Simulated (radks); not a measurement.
Question: Species: Nd4+. Configuration: [Kr] 4d10 4f2 5s1.75 5p6 5d0.25 (fractional occupations, a model configuration). Calculated with a radial shooting solver on a logarithmic mesh with Libxc functionals: Dirac Kohn-Sham, PBE, spin-unpolarised, spherical densities, finite nucleus; open shells fill j = l - 1/2 first; Fermi nuclear charge, rms radius 4.9123 fm. Some entries of the table are withheld. Estimate them.

orbital  occ.  eigenvalue (hartree)  r(max) (bohr)
1s1/2       2             -1595.241        0.01510
2s1/2       2             -259.5380        0.08566
2p1/2       2             -245.6426        0.06509
2p3/2       4             -226.5348        0.07053
3s1/2       2             -57.89065            (1)
3p1/2       2             -51.95586         0.2309
3p3/2       4             -48.14266         0.2426
3d3/2       4             -37.80343         0.1942
3d5/2       6             -36.97976         0.1975
4s1/2       2             -13.06123         0.5646
4p1/2       2             -10.81444            (2)
4p3/2       4              -9.97605            (3)
4d3/2       4              -6.27439         0.6109
4d5/2       6              -6.12413         0.6189
5s1/2    1.75              -3.07009          1.283
5p1/2       2              -2.41454          1.384
5p3/2       4              -2.27523          1.445
4f5/2       2              -1.86743         0.6339
4f7/2       0              -1.84840         0.6380
5d3/2    0.25              -1.35359          1.773
5d5/2       0              -1.33618          1.796

Answer: 
(1) 3s1/2 r(max) (bohr): 0.2440
(2) 4p1/2 r(max) (bohr): 0.5718
(3) 4p3/2 r(max) (bohr): 0.5964
